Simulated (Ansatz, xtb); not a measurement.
Relative energy of two structures of F2PSi2−

Structure a is a singlet given by its coordinates and structure b is a singlet given by its coordinates. Both are isolated ions in the gas phase, relaxed with PBE0-D3(BJ)/def2-SVPD.

a (Å):

```yaml
atoms:
  - { symbol: F, position_ang: [0.0094, -0.5252, 3.2256] }
  - { symbol: F, position_ang: [-1.2914, 3.6330, -0.7645] }
  - { symbol: P, position_ang: [-0.1384, 2.0230, 1.5556] }
  - { symbol: Si, position_ang: [-0.8833, -0.0145, 1.8628] }
  - { symbol: Si, position_ang: [-1.5339, 2.0654, -0.1331] }
```

Close contacts (Å): F1–Si4 1.71, F2–Si5 1.71, P3–Si4 2.19, P3–Si5 2.19.

b (Å):

```json
{"atom": "F", "x (Å)": "-0.2543", "y (Å)": "-0.3567", "z (Å)": "1.0794"}
{"atom": "F", "x (Å)": "1.4693", "y (Å)": "0.9686", "z (Å)": "-0.1631"}
{"atom": "P", "x (Å)": "-1.6122", "y (Å)": "2.0793", "z (Å)": "-0.7293"}
{"atom": "Si", "x (Å)": "-0.0626", "y (Å)": "1.1866", "z (Å)": "0.4679"}
{"atom": "Si", "x (Å)": "-1.0277", "y (Å)": "3.1054", "z (Å)": "1.1745"}
```

Close contacts (Å): F1–Si4 1.67, F2–Si4 1.67, P3–Si4 2.15, P3–Si5 2.24, Si4–Si5 2.26.

Q: Which of the two would you expect CCSD(T)/def2-SVPD + ΔMP2/def2-TZVPPD electronic energies to favour?

A: Structure b; the calculation gives E(b) − E(a) = −17.8 kcal/mol.

Level by level:

| level | geometry | E(b) − E(a) (kcal/mol) | departure from the last row (kcal/mol) | job, with rough time for the two |
| --- | --- | --- | --- | --- |
| PBE0-D3(BJ)/def2-SVPD | PBE0-D3(BJ)/def2-SVPD | −16.3 | +1.6 | optimisation, 26 s |
| HF/def2-SVPD | PBE0-D3(BJ)/def2-SVPD | −13.6 | +4.2 | part of the CCSD(T) run |
| MP2/def2-SVPD | PBE0-D3(BJ)/def2-SVPD | −17.1 | +0.8 | part of the CCSD(T) run |
| CCSD(T)/def2-SVPD | PBE0-D3(BJ)/def2-SVPD | −14.2 | +3.6 | single point |
| CCSD(T)/def2-SVPD + ΔMP2/def2-TZVPPD | PBE0-D3(BJ)/def2-SVPD | −17.8 |  | single point, 35 s |

None of the levels shown reverses the order. The largest departure from CCSD(T)/def2-SVPD + ΔMP2/def2-TZVPPD is that of HF/def2-SVPD, 4.2 kcal/mol. Levels run at GFN2-xTB geometries aren't shown. The last row adds to CCSD(T) the change of the MP2 difference between the two basis sets, here −3.6 kcal/mol, a large step that makes the value less sure.

With harmonic frequencies from PBE0-D3(BJ)/def2-SVPD (ideal gas, rigid rotor, one conformer each, 600 K, 1 atm): on the last row, ΔE + ΔZPE = −16.9 kcal/mol. A mode under 50 cm⁻¹ makes harmonic enthalpies and free energies unreliable, so none is given.

The correlated steps freeze 17 core orbitals. Run with Ansatz 0.2.0; the last row on 2 threads of Arm Neoverse V2 on a shared host.
